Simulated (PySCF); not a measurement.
**Question.** Write Cartesian coordinates for InChI=1S/C2H7GeNSi/c1-2-3-4-5/h1,4H,3H2,5H3 as optimised with PBE0-D3(BJ)/def2-SVP.

**Answer.** 
```xyz
12
C2H7GeNSi angstrom
C      2.880    0.252    1.147
C      2.041   -0.105    0.341
Ge     0.711   -0.674   -0.906
N     -0.952   -0.693   -0.138
Si    -1.989    0.674    0.143
H      3.621    0.568    1.860
H      0.678    0.324   -2.069
H      1.053   -2.102   -1.353
H     -1.138   -1.525    0.416
H     -1.713    1.419    1.415
H     -1.792    1.624   -0.993
H     -3.412    0.217    0.193
```

Any rigid rotation of these coordinates is as good. Atoms count from 1 in this order. Ge3 (germanium bonded to C, N and 2 H) is tetrahedral (angles from 107.8° to 112.9°). N4 (silicon-bound nitrogen) is almost planar (angles 126.9°, 116.6° and 113.8°, sum 357.2°, 0.14 Å off the plane of its three neighbours). Si5 (SiH3 silicon) is distorted tetrahedral (angles from 107.4° to 114.7°).

Bonds between heavy atoms (Å): C1≡C2 1.217, C2–Ge3 1.910, Ge3–N4 1.833, N4–Si5 1.738.

Method: PySCF, PBE0-D3(BJ)/def2-SVP geometry optimisation, gas phase.

Point group: C1 (no symmetry element, even within 0.4 Å). No PBE0-D3(BJ)/def2-SVP frequencies stand behind this structure, so it isn't proved a minimum. The numbers are those of one conformer (C2–Ge3–N4–Si5 79°).
